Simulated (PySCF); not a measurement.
# Spinor energies of Sr (strontium, neutral)

Start: [Kr] 5s2. Calculated with PySCF 2.14 in x2c-SVPall-2c: generalised Hartree-Fock with the X2C-1e Hamiltonian and a Gaussian nucleus; one run each with spin-orbit coupling (SO) switched off, then screened by Boettger's factors.

```json
{"spinor shell": "1s1/2", "electrons": "2", "ε, spin-free (eV)": "-16195.0", "ε, screened SO (eV)": "-16194.5", "weight of nominal j (screened SO)": "1.000", "rms radius, screened SO (bohr)": "0.0451"}
{"spinor shell": "2s1/2", "electrons": "2", "ε, spin-free (eV)": "-2260.4", "ε, screened SO (eV)": "-2260.2", "weight of nominal j (screened SO)": "1.000", "rms radius, screened SO (bohr)": "0.187"}
{"spinor shell": "2p1/2", "electrons": "2", "ε, spin-free (eV)": "-2003.4", "ε, screened SO (eV)": "-2050.6", "weight of nominal j (screened SO)": "1.000", "rms radius, screened SO (bohr)": "0.164"}
{"spinor shell": "2p3/2", "electrons": "4", "ε, spin-free (eV)": "-2003.4", "ε, screened SO (eV)": "-1980.9", "weight of nominal j (screened SO)": "1.000", "rms radius, screened SO (bohr)": "0.167"}
{"spinor shell": "3s1/2", "electrons": "2", "ε, spin-free (eV)": "-379.55", "ε, screened SO (eV)": "-379.51", "weight of nominal j (screened SO)": "1.000", "rms radius, screened SO (bohr)": "0.524"}
{"spinor shell": "3p1/2", "electrons": "2", "ε, spin-free (eV)": "-293.78", "ε, screened SO (eV)": "-301.35", "weight of nominal j (screened SO)": "1.000", "rms radius, screened SO (bohr)": "0.527"}
{"spinor shell": "3p3/2", "electrons": "4", "ε, spin-free (eV)": "-293.78", "ε, screened SO (eV)": "-290.18", "weight of nominal j (screened SO)": "1.000", "rms radius, screened SO (bohr)": "0.538"}
{"spinor shell": "3d3/2", "electrons": "4", "ε, spin-free (eV)": "-152.05", "ε, screened SO (eV)": "-153.18", "weight of nominal j (screened SO)": "1.000", "rms radius, screened SO (bohr)": "0.545"}
{"spinor shell": "3d5/2", "electrons": "6", "ε, spin-free (eV)": "-152.05", "ε, screened SO (eV)": "-151.26", "weight of nominal j (screened SO)": "1.000", "rms radius, screened SO (bohr)": "0.549"}
{"spinor shell": "4s1/2", "electrons": "2", "ε, spin-free (eV)": "-53.064", "ε, screened SO (eV)": "-53.059", "weight of nominal j (screened SO)": "1.000", "rms radius, screened SO (bohr)": "1.46"}
{"spinor shell": "4p1/2", "electrons": "2", "ε, spin-free (eV)": "-29.903", "ε, screened SO (eV)": "-30.726", "weight of nominal j (screened SO)": "1.000", "rms radius, screened SO (bohr)": "1.67"}
{"spinor shell": "5s1/2", "electrons": "2", "ε, spin-free (eV)": "-4.929", "ε, screened SO (eV)": "-4.929", "weight of nominal j (screened SO)": "1.000", "rms radius, screened SO (bohr)": "4.88"}
```

**Question.** Where does 4p3/2 lie, and what is the 4p spin-orbit splitting (screened SO)?

**Answer.** At -29.507 eV, 1.219 eV above 4p1/2.

```json
{"quantity": "E (hartree)", "spin-free": "-3176.91195", "screened SO": "-3177.14616"}
{"quantity": "M_J", "spin-free": "0", "screened SO": "0"}
{"quantity": "⟨J²⟩", "spin-free": "0.000", "screened SO": "0.000"}
{"quantity": "⟨L²⟩", "spin-free": "0.000", "screened SO": "0.005"}
{"quantity": "⟨S²⟩", "spin-free": "0.000", "screened SO": "0.005"}
```

Breit and QED terms are absent; they matter most for the inner s and p1/2 levels.

Densities and radii are taken from the X2C orbitals without a picture-change correction, which distorts them close to the nucleus.

Without spin-orbit coupling the j labels of p, d and f shells carry no meaning; the spin-free column gives the mean over the occupied spinors of each nl shell.
